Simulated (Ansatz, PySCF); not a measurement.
Stretching the Mg1–H2 bond in CH4Mg (SMILES [CH3][MgH]) (multiplicity 1 held, fragments rigid). Energies count from the point at 1.704 Å.
Geometry at that point (charge 0, multiplicity 1):
```csv
atom,x (Å),y (Å),z (Å)
Mg,-0.7281,-0.3887,-0.1075
H,-2.2191,-1.1847,-0.3276
C,1.0992,0.5868,0.1623
H,1.5719,0.3075,1.1086
H,0.9807,1.6744,0.1704
H,1.8086,0.3464,-0.6351
```

Unrestricted levels (U-) break spin symmetry where that is lower. Active spaces are followed from a long bond inwards. Levels need not reach the same state.

Frozen-core correlation. Rows in 3-21G, 6-31G* carry no dispersion term and start afresh at each structure (6-31G* with six Cartesian d functions). MP2/6-31G* freezes PySCF's default core, which is smaller on s-block atoms.

Codes used: Ansatz (a program for electronic structure) with Gaussian orbitals; PySCF for 3-21G rows, 6-31G* rows. Values without a source in brackets are computed.

Other levels give for the energy at R = 5.454 Å: U-PBE/def2-TZVPPD 67.37; U-B3LYP/def2-TZVPPD 71.50; U-wB97X-V/def2-TZVPPD 73.72; FIC-MRCISD+Q on CASSCF(2,2)/def2-TZVPPD 71.69 kcal/mol.

### Question
What do these common cheap choices give for the same quantity: R-HF/3-21G, R-HF/6-31G*, U-HF/6-31G*, R-MP2/6-31G*?

### Answer
R-HF/3-21G 139.91; R-HF/6-31G* 135.71; U-HF/6-31G* 51.16; R-MP2/6-31G* 94.62 kcal/mol. They span 51.16 to 139.91 kcal/mol.

Doubts at one or more of the structures used: a restricted determinant that unrestricted orbitals would lower (R-HF/3-21G, R-HF/6-31G*, R-MP2/6-31G*); a spin-contaminated determinant (U-HF/6-31G*, U-PBE/def2-TZVPPD, U-B3LYP/def2-TZVPPD, U-wB97X-V/def2-TZVPPD).
